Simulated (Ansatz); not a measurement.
One change: `[NH2][In]([Br])[Br]` becomes `[NH2][Al]([Br])[Br]`.

Ansatz, PBE0-D4/def2-TZVP geometries, multiplicity 1. Each molecule was computed in one conformer, which needn't be the lowest.

Elements past krypton have def2 core potentials. Scalar relativity is left out up to krypton.

```csv
property,`[NH2][In]([Br])[Br]`
zero-point energy (PBE0-D4/def2-TZVP) / kJ/mol,70.0
LUMO energy (ωB97M-V/def2-TZVPP) / eV,-0.31
HOMO energy (ωB97M-V/def2-TZVPP) / eV,-10.26
LUMO energy (B3LYP/def2-TZVPP) / eV,-2.48
HOMO energy (PBE/def2-TZVPP) / eV,-6.61
HOMO energy (B3LYP/def2-TZVPP) / eV,-7.71
```

(1) What does the change do to each property? (Best estimate.)

Answers

(1) The calculation gave: 
```json
{"property": "zero-point energy (PBE0-D4/def2-TZVP) / kJ/mol", "`[NH2][Al]([Br])[Br]`": "74.5", "shift": "4.5"}
{"property": "LUMO energy (ωB97M-V/def2-TZVPP) / eV", "`[NH2][Al]([Br])[Br]`": "0.86", "shift": "1.17"}
{"property": "HOMO energy (ωB97M-V/def2-TZVPP) / eV", "`[NH2][Al]([Br])[Br]`": "-10.37", "shift": "-0.11"}
{"property": "LUMO energy (B3LYP/def2-TZVPP) / eV", "`[NH2][Al]([Br])[Br]`": "-1.07", "shift": "1.41"}
{"property": "HOMO energy (PBE/def2-TZVPP) / eV", "`[NH2][Al]([Br])[Br]`": "-6.59", "shift": "0.02"}
{"property": "HOMO energy (B3LYP/def2-TZVPP) / eV", "`[NH2][Al]([Br])[Br]`": "-7.74", "shift": "-0.03"}
```

With PBE0 the HOMO falls by 0.05 eV and the LUMO rises by 1.36 eV, so the gap widens by about 1.41 eV. PBE moves the HOMO by 0.02 eV and ωB97M-V by -0.11 eV.

B3LYP here is the variant with VWN-RPA as its local correlation; programs differ in this.

Spin–orbit coupling is left out; it splits and shifts lone-pair levels of the heavy atoms by tenths of an eV.
